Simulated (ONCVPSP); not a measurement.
**u(r) = r·R(r): atom against pseudo-atom (ruthenium (Ru))**

Columns: radius, all-electron u(r) and pseudo u(r) of the 4d shell (level -5.20 eV) of ruthenium in the configuration [Ar] 3d10 4s2 4p6 4d7 5s1; PBE, scalar-relativistic, ONCV scheme, ONCVPSP 4.0.1.

```csv
r (bohr),all-electron,pseudo
0.093,-0.1406,0.0024
0.185,-0.3493,0.0180
0.278,-0.3770,0.0573
0.370,-0.2493,0.1238
0.463,-0.0473,0.2168
0.555,0.1642,0.3266
0.648,0.3569,0.4444
0.740,0.5132,0.5559
0.833,0.6336,0.6532
0.925,0.7174,0.7280
1.018,0.7713,0.7792
1.110,0.7999,0.8071
1.203,0.8095,0.8156
1.295,0.8047,0.8091
1.388,0.7894,0.7921
1.480,0.7672,0.7684
1.573,0.7399,0.7402
1.665,0.7098,0.7099
1.758,0.6779,0.6778
1.850,0.6456,0.6455
1.943,0.6129,0.6129
2.035,0.5812,0.5812
2.128,0.5500,0.5499
2.220,0.5201,0.5201
2.313,0.4912,0.4911
2.405,0.4638,0.4637
```

How many radial nodes do the two functions have?

The all-electron 4d function has n − l − 1 = 1; the pseudo-wave has 0, since the states of the same l below it are removed with the core.

At about which radius was the pseudo-wave matched?

1.85 bohr. The columns agree to 0.0005 from 1.57 bohr on; several derivatives are matched, so the curves merge somewhat inside the radius.

Where does each function peak?

Outermost all-electron maximum near 1.20 bohr, pseudo maximum near 1.20 bohr (to the table’s step).

Is the pseudo-wave norm-conserving?

Yes: the ONCV scheme keeps the norm inside the radius equal to the all-electron one, which fixes the energy derivative of the logarithmic derivative at the level.
